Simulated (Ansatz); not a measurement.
## Setting up SiCl4 (silicon tetrachloride) in Ansatz

The species is SiCl4 (5 atoms), meant as a singlet with charge 0. SMILES: `Cl[Si](Cl)(Cl)Cl`. Geometry: relaxed at PBE0-D4/def2-TZVP.

```tsv
atom	x (Å)	y (Å)	z (Å)
Cl	-0.9626	-0.0876	1.7623
Si	0.0100	-0.0147	-0.0083
Cl	1.6554	-1.1859	0.0781
Cl	-1.2121	-0.6769	-1.4761
Cl	0.5593	1.8914	-0.3975
```

Settings wanted:

```
basis set              : aug-cc-pVDZ
core potential         : none
integral approximation : automatic
task                   : energy
method                 : HF
dispersion             : none
reference              : RHF
accuracy               : medium
```

Task: Write the Ansatz 0.2.0 input and the command.

Result: This one ran through:

job.yaml:
```yaml
basis:
  gaussian: {orbitals: aug-cc-pVDZ}
crystal:
  periodic: [false, false, false]
  atoms:
    - symbol: Cl
      position_ang: [-0.962600, -0.087600, 1.762300]
    - symbol: Si
      position_ang: [0.010000, -0.014700, -0.008300]
    - symbol: Cl
      position_ang: [1.655400, -1.185900, 0.078100]
    - symbol: Cl
      position_ang: [-1.212100, -0.676900, -1.476100]
    - symbol: Cl
      position_ang: [0.559300, 1.891400, -0.397500]
hamiltonian: {xc: hf}
output: {orbitals: {seedname: orbitals}}
```

```bash
$ ansatz run job.yaml --threads 1 --pin off --max-ram 2610MiB --events-out events.jsonl --progress --plain --runs-dir runs
```

Calculated total energy: -2127.16098 Eh.
